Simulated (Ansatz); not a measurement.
A structure drawn as `COCC(F)(F)F`, with this starting geometry:

```xyz
12

C    -1.221   -0.392   -1.135
O     0.022   -0.958   -0.801
C     0.937   -0.049   -0.131
C     0.604    0.345    1.243
F     1.588    1.062    1.833
F    -0.488    1.254    1.224
F     0.224   -0.654    2.059
H    -1.767   -0.238   -0.157
H    -1.813   -1.060   -1.710
H    -1.108    0.583   -1.591
H     1.869   -0.646   -0.049
H     1.151    0.753   -0.784
```

Charge 0, multiplicity 1.

Question: Relax it with Ansatz at PBE-D4/def2-SVP and then PBE0-D4/def2-TZVP. Is the drawn bonding still there?

Answer: Yes, every drawn bond is still there and no new one forms.

Question: Give the relaxed structure. (Best estimate.)

Answer: The calculation gave: 
Z-matrix (Å, degrees):
```
C
O 1 1.411
H 1 1.098 2 110.9
H 1 1.094 2 112.3 3 -122.2
H 1 1.089 2 106.6 3 118.5
C 2 1.388 1 115.2 3 52.1
C 6 1.519 2 113.6 1 85.4
H 6 1.098 2 112.6 1 -37.0
H 6 1.093 2 107.9 1 -156.8
F 7 1.341 6 109.6 2 175.5
F 7 1.341 6 112.5 2 -65.2
F 7 1.333 6 112.0 2 55.8
```
All modes are real.

Atoms count as bonded under 1.1 times the sum of their covalent radii (H–H under 0.85 Å, pairs among N, O and F under 1.55 Å), and a drawn bond as lost past 1.3 times.
